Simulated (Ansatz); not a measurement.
Cartesian coordinates (Å):
SMILES: FC1=CC=CC1
```xyz
11

F      2.4370    -0.1421    -0.3477
C      1.1264     0.0505    -0.1533
C      0.4980     1.2199     0.0088
C     -0.9276     0.9175     0.1875
C     -1.1343    -0.4090     0.1315
C      0.1808    -1.1044    -0.0957
H      0.9472     2.2005     0.0091
H     -1.6854     1.6724     0.3410
H     -2.0763    -0.9252     0.2294
H      0.1963    -1.6844    -1.0246
H      0.4379    -1.7955     0.7141
```
Charge 0, spin multiplicity 1.

All values below come from frozen-core CCSD(T)/cc-pVTZ // B3LYP-D3(BJ)/def2-TZVP (Ansatz, a first-principles code). The restricted HF reference is unstable towards unrestricted orbitals.

```yaml
HF energy: -291.74540 Ha
MP2 correlation energy: -1.04424 Ha
```

Task: Estimate the CCSD correlation energy, the (T) correction, the total energy and the T1 diagnostic.

Result: 
```yaml
CCSD correlation energy: -1.07081 Ha
"(T) correction": -0.04926 Ha
CCSD(T) total energy: -292.86547 Ha
T1 diagnostic: 0.012
```
